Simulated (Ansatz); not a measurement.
`[F][Al]([SH])[O][SiH3]` + `OB(Cl)C=S` → `[OH][Al]([F])[O][SiH3]` + `S=CB(S)Cl`  (redistribution)

Calculated with Ansatz (gas phase, PBE0-D4/def2-TZVP geometries, no zero-point term in ΔE). CCSD(T)/CBS adds triple-zeta CCSD(T) − MP2 to the extrapolated MP2 energy (def2 sets, frozen cores). DFT in def2-TZVPP. B3LYP here is the variant with VWN-RPA as its local correlation; programs differ in this. Each species was taken in one conformer, which may not be the lowest.

`[F][Al]([SH])[O][SiH3]`:

Cartesian coordinates in Å:
```
F 1.716 -0.601 -2.280
Al 0.285 -0.535 -1.482
S -1.470 -1.241 -2.523
O 0.211 0.059 0.073
Si 0.350 0.678 1.572
H -2.259 -0.964 -1.470
H 1.001 -0.313 2.468
H 1.166 1.919 1.539
H -1.000 0.999 2.104
```

`OB(Cl)C=S`:

Z-matrix (Å, degrees):
```
B
Cl 1 1.753
C 1 1.581 2 119.6
O 1 1.336 2 119.9 3 -180.0
S 3 1.613 1 120.3 2 -180.0
H 3 1.091 1 120.1 2 0.0
H 4 0.973 1 109.2 2 180.0
```

`[OH][Al]([F])[O][SiH3]`:

```xyz
9

O    -0.976   -2.390    1.106
Al    0.280   -1.355    0.694
F     1.801   -1.839    1.062
O     0.038    0.115   -0.059
Si    0.163    1.574   -0.767
H    -1.894   -2.190    0.931
H     1.013    2.475    0.054
H     0.765    1.435   -2.119
H    -1.190    2.176   -0.901
```

`S=CB(S)Cl`:

Z-matrix (Å, degrees):
```
C
B 1 1.567
S 1 1.610 2 124.9
H 1 1.095 2 117.0 3 179.9
Cl 2 1.743 1 121.7 3 0.8
S 2 1.785 1 120.9 3 -179.2
H 6 1.345 2 96.5 1 -0.1
```

```
             level  ΔE (kcal/mol)  difference from CCSD(T)/CBS
         r2SCAN-D4           12.4                          0.6
           PBE0-D4           13.2                          1.4
        r2SCANh-D4           12.7                          0.9
           ωB97X-V           13.4                          1.6
           ωB97M-V           13.4                          1.6
          PBE-QIDH           12.8                          1.0
             B3LYP           12.7                          0.9
         CAM-B3LYP           13.5                          1.7
RPA@PBE/def2-TZVPP           11.6                         -0.2
       HF/def2-SVP           18.4                          6.6
      MP2/def2-SVP           14.2                          2.4
     HF/def2-TZVPP           15.2                          3.4
   CCSD/def2-TZVPP           12.4                          0.6
CCSD(T)/def2-TZVPP           12.1                          0.3
SCS-MP2/def2-QZVPP           10.7                         -1.1
     MP2/CBS(def2)           10.2                         -1.6
       CCSD(T)/CBS           11.8                            0
```

Largest T1 diagnostic among the species: 0.015.

From PBE to PBE0 (25 % exact exchange), in def2-TZVPP and without D4, ΔE moves by +0.9 kcal/mol. In def2-TZVPP, CCSD(T) changes the Hartree–Fock value by −3.2 kcal/mol (the triples alone add −0.4 kcal/mol) and MP2 by −4.8 kcal/mol.
